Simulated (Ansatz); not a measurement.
A geometry optimisation of H3IInSi2 with B3LYP-D3(BJ)/def2-SVP

The starting geometry of this gas-phase doublet was optimised with GFN2-xTB.

```xyz
7

I     2.8062    0.2690   -0.4607
In    2.2977    3.0885   -0.4533
Si   -1.4581   -0.3520    0.1213
Si   -0.2519    1.6216   -0.0855
H    -1.1515   -1.2039    1.2820
H    -2.8537    0.1050    0.3027
H    -1.4733   -1.2617   -1.0358
```

Problem. Where would you expect an optimisation with B3LYP-D3(BJ)/def2-SVP to take it?

Solution. A new bond forms, giving a structure with I1 bridging In2 and Si4, given below by its coordinates. Distances that change by over a tenth: I1–In2 (2.87 → 3.36 Å). Contacts that close: I1–Si4 (3.36 → 2.65 Å).

The energy falls by 0.68 eV over 27 steps:

| step | E − E(last) (eV) |
| --- | --- |
| 1 | 0.685 |
| 4 | 0.165 |
| 7 | 0.062 |
| 10 | 0.058 |
| 13 | 0.056 |
| 15 | 0.048 |
| 18 | 0.012 |
| 21 | 0.002 |
| 24 | 0.000 |
| 27 | 0.000 |

Final geometry (Å):

```xyz
7

I     2.3153   -0.0421   -0.8098
In    1.7892    3.0052    0.5023
Si   -1.3211   -0.2505    0.0690
Si    0.0696    1.3465   -1.0218
H    -0.8464   -0.5552    1.4553
H    -2.7116    0.2973    0.1691
H    -1.3795   -1.5347   -0.6933
```

Frequencies at the end are all real (lowest 32 cm⁻¹). Open shells are spin-unrestricted. Atoms past krypton carry core potentials, without spin–orbit terms. Run with Ansatz 0.2.0, 8.8 min on 2 threads of AMD EPYC (Zen 3), on a shared host.
